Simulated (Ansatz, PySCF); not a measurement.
This Ansatz (a quantum-chemistry and plane-wave program) input computes a r2SCAN/def2-TZVPD energy:

Ansatz 0.2 input:
```yaml
crystal:
  periodic: [false, false, false]
  atoms:
    - {symbol: Ga, position_ang: [0.00000000, 0.00000000, 0.00000000]}
    - {symbol: Br, position_ang: [-0.00000000, -0.00000000, -2.18365141]}
    - {symbol: Br, position_ang: [0.00000000, 0.00000000, 2.18365141]}
basis:
  gaussian:
    orbitals: def2-TZVPD
hamiltonian:
  xc: {name: r2SCAN}
total_charge: 1
output: {forces: true}
```

Write an input for the same energy in PySCF and say what it gives.


```python
from pyscf import gto, scf, dft

mol = gto.M(
    atom='''
    Ga    0.00000000    0.00000000    0.00000000
    Br   -0.00000000   -0.00000000   -2.18365141
    Br    0.00000000    0.00000000    2.18365141
    ''',
    basis='def2-tzvpd',
    charge=1,
    spin=0,
    verbose=4,
)

mf = dft.RKS(mol, xc='r2scan').density_fit(auxbasis='def2-universal-jkfit')
mf.grids.level = 4
mf.conv_tol = 1e-9
mf.max_cycle = 100
mf.max_memory = 1500
mf.kernel()
if not mf.converged:
    mf = mf.newton()
    mf.kernel(mf.make_rdm1())
mf.analyze()
```
It gives -7072.92644 Eh, and Ansatz -7072.92640 Eh, a difference of 0.04 mEh, from the treatment of integrals and grids.
